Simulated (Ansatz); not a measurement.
# Molecular dynamics of Cl$_{3}$H$_{4}$PSn

input.yaml

```yaml
crystal:
  periodic: [false, false, false]
  atoms:
    - { symbol: Sn, position_ang: [-0.315472, -0.169252, 0.114861] }
    - { symbol: Cl, position_ang: [0.22405, 0.615292, 2.58021] }
    - { symbol: H, position_ang: [1.380851, -0.129854, -0.194854] }
    - { symbol: Cl, position_ang: [-1.138029, 1.534437, -1.353165] }
    - { symbol: Cl, position_ang: [-0.789822, -2.420378, -0.606458] }
    - { symbol: P, position_ang: [-2.757412, -0.162959, 1.553312] }
    - { symbol: H, position_ang: [-3.168615, 0.652038, 0.460641] }
    - { symbol: H, position_ang: [-2.852078, -1.494085, 1.057286] }
    - { symbol: H, position_ang: [-1.431374, 0.262664, 2.325168] }
basis:
  gaussian: { orbitals: def2-SVP }
hamiltonian:
  xc: pbe
  dispersion: d4
md:
  timestep: 0.5
  n_steps: 200
  ensemble: nve
  temperature: 300.0
  initial_velocities: maxwell_boltzmann
  seed: 7172
```

Launched with:

```bash
$ ansatz run input.yaml --threads 4 --pin off --max-ram 5120MiB --backend cpu --events-out ev --progress --plain --runs-dir out
```

It starts at the highest image of a converged band. Of that band: A structure lower than the first end lies on the path between it and the top, so the climb from that side starts below the end, which may itself be a saddle point or a shallow side well. Neighbouring images differ by up to 1.3 eV, so the band resolves the path poorly. A vibrational analysis at the climbing image gives one clearly imaginary mode, 540i cm⁻¹: a first-order saddle point.

Output, in part (step lines, the closing report, with atoms numbered from 0):

```
md step     0: t =     0.00 fs  T =   300.0 K  F+E_penalty+E_count = -52720.43375643 eV  E_kin = 0.271446 eV  conserved = -52720.16231043 eV  (26 SCF iters)
md step     1: t =     0.50 fs  T =   297.7 K  F+E_penalty+E_count = -52720.43170530 eV  E_kin = 0.269410 eV  conserved = -52720.16229524 eV  (27 SCF iters)
md step     2: t =     1.00 fs  T =   291.3 K  F+E_penalty+E_count = -52720.42582962 eV  E_kin = 0.263587 eV  conserved = -52720.16224299 eV  (26 SCF iters)
md step     3: t =     1.50 fs  T =   281.6 K  F+E_penalty+E_count = -52720.41696338 eV  E_kin = 0.254803 eV  conserved = -52720.16216065 eV  (27 SCF iters)
md step     4: t =     2.00 fs  T =   270.0 K  F+E_penalty+E_count = -52720.40640390 eV  E_kin = 0.244341 eV  conserved = -52720.16206330 eV  (27 SCF iters)
md step     5: t =     2.50 fs  T =   258.3 K  F+E_penalty+E_count = -52720.39567647 eV  E_kin = 0.233705 eV  conserved = -52720.16197098 eV  (27 SCF iters)
md step     6: t =     3.00 fs  T =   247.9 K  F+E_penalty+E_count = -52720.38622372 eV  E_kin = 0.224320 eV  conserved = -52720.16190369 eV  (27 SCF iters)
md step     7: t =     3.50 fs  T =   240.1 K  F+E_penalty+E_count = -52720.37909836 eV  E_kin = 0.217223 eV  conserved = -52720.16187549 eV  (28 SCF iters)
[... lines left out ...]
Total energy: -52721.46256499 eV, -1937.4780133727 hartree
Atom 0 at    -0.043700    -0.138520     0.050209 Å, force     1.051447    -0.013080    -1.164482 eV/Å
Atom 1 at     0.374458     0.509823     2.205284 Å, force    -0.115983     0.176035     1.147320 eV/Å
Atom 2 at     1.555954    -0.133530    -0.642371 Å, force    -0.241250    -0.099372    -0.000674 eV/Å
Atom 3 at    -1.196366     1.546641    -1.080314 Å, force    -0.368661     0.176120    -0.106907 eV/Å
Atom 4 at    -0.914814    -2.273153    -0.313297 Å, force    -0.259876    -0.254692     0.091170 eV/Å
Atom 5 at    -3.711536    -0.354510     1.576654 Å, force    -0.933354     0.469549     0.151924 eV/Å
Atom 6 at    -3.168102    -0.355418     0.244545 Å, force     0.269467     0.114960     0.217898 eV/Å
Atom 7 at    -2.610410    -0.871466     2.292139 Å, force     0.596359    -0.242278    -0.012115 eV/Å
Atom 8 at    -3.378613     1.020226     1.930397 Å, force     0.001852    -0.327243    -0.324133 eV/Å
Dipole moment:     0.280291     0.002956    -0.047429 e Å
```

The steps, from the saved trajectory:

```tsv
time (fs)	T (K)	potential energy less start (eV)	conserved less start (meV/atom)
0	300	0.000	0.00
3	248	0.048	0.05
6	234	0.060	0.02
9	194	0.096	0.03
12	152	0.134	0.04
15	144	0.142	0.03
18	150	0.136	0.03
21	142	0.143	0.03
24	139	0.146	0.05
27	201	0.089	0.01
30	212	0.080	0.05
33	279	0.019	0.02
36	342	-0.038	0.02
39	386	-0.078	0.04
42	477	-0.160	0.02
45	551	-0.227	0.02
48	590	-0.262	0.02
51	626	-0.295	0.04
54	728	-0.387	0.02
57	793	-0.446	0.02
60	857	-0.504	0.03
63	937	-0.576	0.00
66	932	-0.572	0.04
69	970	-0.606	0.03
72	1028	-0.658	0.03
75	1086	-0.711	0.02
78	1129	-0.750	0.03
81	1162	-0.780	0.01
84	1140	-0.760	0.03
87	1131	-0.751	0.05
90	1224	-0.836	0.01
93	1282	-0.888	0.03
96	1355	-0.954	0.03
99	1434	-1.026	0.00
```

The run went to its last step. The conserved energy stayed within 0.052 meV per atom of its start (net change 0.016 meV per atom), so the integration is sound. The kinetic energy rose, since the run started high on the potential surface and went downhill. It ends in pieces (Cl3HSn + H3P), so much of that is their flight and rotation, not heat. A run of 0.1 ps of so small a system gives no equilibrium averages. The orbitals stay closed-shell, which can raise the energy where a bond breaks towards radicals; this wasn't checked here.

Between its relaxed ends the band would form Sn1–P6, Cl2–H9 and break Sn1–Cl2, P6–H9. These pairs go: Sn1–P6 2.83 → 3.98 Å, Cl2–H9 1.71 → 3.80 Å, Sn1–Cl2 2.64 → 2.29 Å, P6–H9 1.59 → 1.46 Å. In the last frame they stand as before the step (other bonds may differ from the relaxed reactants and products). It ends as Cl3HSn + H3P. Pairs count as bonded within 1.25 times the sum of covalent radii (0.12 Å more for H–H).

Last frame:

```xyz
9
Properties=species:S:1:pos:R:3
Sn -0.044 -0.139 0.050
Cl 0.374 0.510 2.205
H 1.556 -0.134 -0.642
Cl -1.196 1.547 -1.080
Cl -0.915 -2.273 -0.313
P -3.712 -0.354 1.577
H -3.168 -0.355 0.244
H -2.610 -0.872 2.292
H -3.379 1.020 1.930
```

The run took 4.6 min on 4 threads of Arm Neoverse V1, with other jobs on the host, peak memory 0.19 GiB.
